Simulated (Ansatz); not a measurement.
Reaction (ligand exchange at the In–S bond): `[CH3][InH][SH]` + CH₃NH₂ → `C[NH][InH][CH3]` + H₂S

Gas-phase electronic energies from Ansatz, PBE0-D4/def2-TZVP geometries. CBS: MP2 limit from def2 TZ/QZ plus the TZ coupled-cluster correction, frozen cores. This one scheme is used for every species. DFT in def2-TZVPP. B3LYP here is the variant with VWN-RPA as its local correlation; programs differ in this. Elements past krypton have def2 core potentials. For In outer-core shells are correlated without core-valence functions, which leaves a few kJ/mol of doubt a bond. Each species was taken in one conformer, which may not be the lowest.

`[CH3][InH][SH]`:

```xyz
8

C     0.007   -0.838    0.966
In    0.497    0.036   -0.928
S    -0.581    2.112   -1.463
H     0.843   -0.703    1.655
H    -0.878   -0.361    1.387
H    -0.176   -1.907    0.856
H     1.565   -0.505   -2.157
H    -1.277    2.166   -0.316
```

CH₃NH₂:

Cartesian coordinates in Å:
```
C 0.548 0.139 0.061
N -0.903 0.093 -0.003
H 1.061 -0.796 -0.207
H 0.857 0.410 1.074
H 0.915 0.923 -0.604
H -1.265 -0.622 0.616
H -1.211 -0.147 -0.937
```

`C[NH][InH][CH3]`:

Cartesian coordinates in Å:
```
C 1.036 -1.366 -1.579
N 0.723 -0.280 -0.684
In -0.869 -0.095 0.542
C -0.918 1.704 1.708
H 1.988 -1.859 -1.334
H 1.095 -1.049 -2.629
H 0.259 -2.134 -1.523
H 1.416 0.452 -0.707
H -1.945 -1.431 0.453
H -0.100 2.365 1.420
H -0.821 1.467 2.769
H -1.864 2.227 1.563
```

H₂S:

Z-matrix (Å, degrees):
```
S
H 1 1.341
H 1 1.341 2 92.3
```

CCSD(T)/CBS gives +0.84 eV.

Task: Another level gave +0.91 eV. Which?
A. B3LYP/def2-TZVPP
B. PBE0/def2-TZVPP
C. CAM-B3LYP/def2-TZVPP
D. HF/def2-TZVPP

Result: A. B3LYP 0.91, CAM-B3LYP 0.87, PBE0 0.97, HF/def2-TZVPP 1.04 eV.

Largest T1 diagnostic among the species: 0.015.

From PBE to PBE0 (25 % exact exchange), in def2-TZVPP and without D4, ΔE moves by +0.06 eV. Leaving LDA and LC-ωPBE aside and taking each functional with its dispersion term where it has one, the values, not all of them listed here, spread over 0.14 eV, from BLYP-D4 to r2SCAN0-D4. LDA lies −0.08 eV from PBE without D4. In def2-TZVPP, CCSD(T) changes the Hartree–Fock value by −0.20 eV (the triples alone add −0.02 eV) and MP2 by −0.19 eV.
